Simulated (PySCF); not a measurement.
Mg(OH)(OSiH3) (H4MgO2Si), SMILES [SiH3][O][Mg][OH]. Atoms are numbered in the order given.

```xyz
8

Mg     0.0000     0.0000     1.2541
O      0.0000     0.0000     3.0134
H      0.0000     0.0000     3.9657
O      0.0000     0.0000    -0.5458
Si     0.0000     0.0000    -2.1828
H     -1.2084    -0.6977    -2.7324
H      1.2084    -0.6977    -2.7324
H      0.0000     1.3954    -2.7324
```
Charge 0, spin multiplicity 1.

The structure is a stationary point at r2SCAN-D4/def2-SVP. Other conformers were not sampled.

The numbers are results of B3LYP/pcJ-1 (PySCF), not measurements.

Isotropic couplings with Fermi-contact, spin-dipole and both spin-orbit terms, one fixed conformer, no vibrational averaging. Isotopes: 1H, 29Si.

| pair | bonds apart | J (Hz) |
|---|---|---|
| Si5–H6 | 1 | -222.1 |
| Si5–H7 | 1 | -222.1 |
| Si5–H8 | 1 | -222.1 |
| H6–H7 | 2 | (withheld) |
| H6–H8 | 2 | (withheld) |
| H7–H8 | 2 | (withheld) |

### Question
Complete the blanks. (The exact figures need the calculation; the answer reports its results.)

### Answer

- H6–H7, J (Hz): 15.9
- H6–H8, J (Hz): 15.9
- H7–H8, J (Hz): 15.9
